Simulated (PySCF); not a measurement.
CaCl, charge +1, singlet, at a GFN2-xTB geometry (such geometries of metal compounds can be far from the true shape); PySCF with SCAN/def2-SV(P).

PySCF was given this input:
```python
from pyscf import gto, scf, dft

mol = gto.Mole()
mol.atom = '''
    Ca   -0.00000000   -0.00000000   -1.06248471
    Cl    0.00000000    0.00000000    1.24998201
'''
mol.basis = 'def2-sv(p)'
mol.charge = 1
mol.verbose = 4
mol.build()

mf = dft.RKS(mol)
mf.xc = 'scan'
mf.kernel()
```

Output, abridged:

```
PySCF version 2.14.0

[INPUT] verbose = 4
[INPUT] num. atoms = 2
[INPUT] num. electrons = 36
[INPUT] charge = 1
[INPUT] spin (= nelec alpha-beta = 2S) = 0
[INPUT] symmetry False subgroup None
[INPUT] Mole.unit = angstrom
[INPUT] Symbol           X                Y                Z      unit          X                Y                Z       unit  Magmom
[INPUT]  1 Ca     0.000000000000   0.000000000000  -1.062484710000 AA    0.000000000000   0.000000000000  -2.007805113438 Bohr   0.0
[INPUT]  2 Cl     0.000000000000   0.000000000000   1.249982010000 AA    0.000000000000   0.000000000000   2.362123659533 Bohr   0.0

nuclear repulsion = 77.8044718035121
number of shells = 18
number of NR pGTOs = 97
number of NR cGTOs = 42
basis = def2-sv(p)
ecp = {}

******** <class 'pyscf.dft.rks.RKS'> ********
method = RKS
initial guess = minao
damping factor = 0
level_shift factor = 0
DIIS = <class 'pyscf.scf.diis.CDIIS'>
diis_start_cycle = 1
diis_space = 8
diis_damp = 0
SCF conv_tol = 1e-09
SCF conv_tol_grad = None
SCF max_cycles = 50
direct_scf = True
direct_scf_tol = 1e-13
XC library pyscf.dft.libxc version 7.1.2
    S. Lehtola, C. Steigemann, M. J. T. Oliveira, and M. A. L. Marques,  SoftwareX 7, 1–5 (2018)
XC functionals = scan
    J. Sun, A. Ruzsinszky, and J. P. Perdew,  Phys. Rev. Lett. 115, 036402 (2015)
    J. Sun, A. Ruzsinszky, and J. P. Perdew,  Phys. Rev. Lett. 115, 036402 (2015)
radial grids:
    Treutler-Ahlrichs [JCP 102, 346 (1995); DOI:10.1063/1.469408] (M4) radial grids

becke partition: Becke, JCP 88, 2547 (1988); DOI:10.1063/1.454033
pruning grids: <function nwchem_prune>
grids dens level: 3
symmetrized grids: False
atomic radii adjust function: <function treutler_atomic_radii_adjust>
small_rho_cutoff = 0
Set gradient conv threshold to 3.16228e-05
Initial guess from minao.
tot grids = 39304
init E= -1137.6715876601
  HOMO = -0.384483769867019  LUMO = -0.128028027229645  gap/eV = 6.97852
cycle= 1 E= -1137.44008381734  delta_E= 0.232  |g|= 0.341  |ddm|=  2.5
  HOMO = -0.363669038988056  LUMO = -0.291499032724079  gap/eV = 1.96385
cycle= 2 E= -1136.94365954446  delta_E= 0.496  |g|= 1.33  |ddm|= 1.81
  HOMO = -0.424804947000211  LUMO = -0.256897847950263  gap/eV = 4.56898
cycle= 3 E= -1137.4867277109  delta_E= -0.543  |g|= 0.0926  |ddm|= 1.26
  HOMO = -0.441871498258862  LUMO = -0.266666301033147  gap/eV = 4.76758
cycle= 4 E= -1137.48846293153  delta_E= -0.00174  |g|= 0.0302  |ddm|= 0.0942
  HOMO = -0.443560706213627  LUMO = -0.264639189751437  gap/eV = 4.86870
cycle= 5 E= -1137.48884349762  delta_E= -0.000381  |g|= 0.00478  |ddm|= 0.0367
  HOMO = -0.444143321010527  LUMO = -0.264209774079547  gap/eV = 4.89624
cycle= 6 E= -1137.48885167587  delta_E= -8.18e-06  |g|= 0.000284  |ddm|= 0.00674
  HOMO = -0.444210678623071  LUMO = -0.264278246280703  gap/eV = 4.89621
cycle= 7 E= -1137.48885169846  delta_E= -2.26e-08  |g|= 9.23e-05  |ddm|= 0.000493
  HOMO = -0.444208312145999  LUMO = -0.264276593715413  gap/eV = 4.89619
cycle= 8 E= -1137.48885170062  delta_E= -2.16e-09  |g|= 1.14e-05  |ddm|= 9.81e-05
  HOMO = -0.44420681763401  LUMO = -0.264276866943187  gap/eV = 4.89614
cycle= 9 E= -1137.48885170067  delta_E= -4.68e-11  |g|= 4.24e-07  |ddm|= 1.4e-05
  HOMO = -0.44420675824077  LUMO = -0.264277020052543  gap/eV = 4.89614
Extra cycle  E= -1137.48885170067  delta_E= -1.82e-12  |g|= 7.66e-07  |ddm|= 1.65e-06
converged SCF energy = -1137.48885170067
```
